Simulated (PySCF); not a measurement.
CH3Mg, SMILES [CH3][Mg], multiplicity 2. The structure is a stationary point at PBE-D3(BJ)/def2-TZVP. The spin state was assumed, not searched. The isomer is the one that the SMILES or the coordinates give; other isomers of the formula were not compared.

Computed equilibrium geometry at PBE-D3(BJ)/def2-TZVP (PySCF confirms it by a frequency run) as a Z-matrix, and its point group:
point group C3v.
```
C
H 1 1.1007
H 1 1.1007 2 108.77
H 1 1.1007 2 108.77 3 118.32
Mg 1 2.1325 2 110.17 3 -120.84
```
Charge 0, spin multiplicity 2.
